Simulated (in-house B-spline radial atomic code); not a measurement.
Results of a calculation; reference values are marked as such.
## Building a PAW p channel for In, r_c = 3.11 bohr

In, [Kr] 4d10 5s2 5p1, non-relativistic PBE, spherical and spin-unpolarised, from an all-electron radial atomic-structure program (B-spline basis) (atomic units; all potentials screened as in the neutral atom).

Two all-electron partial waves φ1, φ2 are integrated outwards at E1 = ε(5p) = -0.095592 and E2 = E1 + 2 hartree; φ1 is the bound orbital and φ2 has unit norm inside r_c = 3.1092 bohr. Smooth partners are polynomials, r^2(a0 + a1 r² + a2 r⁴ + a3 r⁶), matched to φ and three derivatives at r_c, with no condition on the norm. The local potential is -2.15138 + (0.491416) r² + (-0.0482151) r⁴ + (0.00175048) r⁶ inside 2.6692 bohr and the all-electron one outside.

```json
{"wave": "1", "φ(r_c)": "0.5485806", "φ'(r_c)": "-0.0368822", "a0": "0.1897884", "a1": "-0.02359387", "a2": "0.001281112", "a3": "-2.731922e-05"}
{"wave": "2", "φ(r_c)": "0.930579", "φ'(r_c)": "-0.2468941", "a0": "-0.8010096", "a1": "0.2703075", "a2": "-0.02566401", "a3": "0.0007555258"}
```

Inside r_c the overlaps are <φi φj> = [[0.39674, 0.02528], [0.02528, 1.00000]] and, for the smooth waves, [[0.42408, 0.06165], [0.06165, 0.87696]]. With χj = (Ej − T − V_local) applied to smooth wave j, the program's quadrature gives the matrix B_ij = <smooth i, χj> as [[0.07691, -0.06268], [-0.13542, 0.71715]].

(1) Check the match of the first wave, and find the augmentation charges q_ij.

(2) B isn't symmetric. Show that D_ij = B_ij + Ej q_ij is.

Solving (T + V_local + Σ p D p) ψ = E (1 + Σ p q p) ψ in a sphere of 9 bohr, whose wall lifts the free-atom level a little, gives these levels:

```tsv
all-electron	one projector	two projectors
-0.092717	-0.092717	-0.092717
0.145772	0.144996	0.145511
0.511328	0.502529	0.509673
1.031930	0.984414	1.028970
1.700820	1.540320	1.700330
```

(3) What does the second projector gain?

Answers

(1) At r_c the four terms are 1.83471, -2.20492, 1.15739, -0.23859, which sum to 0.5486, φ1(r_c) to rounding. q_ij is the all-electron overlap less the smooth one: [[-0.02733, -0.03637], [-0.03637, 0.12304]]. The smooth first wave has a norm of 0.4241 inside r_c against 0.3967, so q11 is negative and must stay small enough for the overlap operator to be positive.

(2) Integrating by parts gives B12 − B21 = (E1 − E2) q12: -0.06268 − (-0.13542) = 0.07273, and −2 × (-0.03637) = 0.07273. So D12 = -0.06268 + (1.904408)(-0.03637) = -0.13194 and D21 = -0.13542 + (-0.095592)(-0.03637) = -0.13194; D11 = 0.07952, D22 = 0.95146. The projectors, p = (B⁻¹)ᵀ χ, are dual to the smooth waves; det B = 0.047.

(3) With one projector the errors are 0.00, -0.78, -8.80, -47.52, -160.50 millihartree. With two the errors are 0.00, -0.26, -1.65, -2.96, -0.49 millihartree. The scattering is exact at E1 and at E2 = 1.904, and over all levels compared the largest error is 3 millihartree. The lowest eigenvalue of the overlap operator is 0.8093 with one and 0.8705 with two projectors. The smooth orbital alone needs a cutoff of 1.62 hartree for 1 millihartree of kinetic energy, against 3.18 for a norm-conserving Troullier-Martins orbital of the same radius; part of the gain comes from giving up the norm, part from the simpler form.
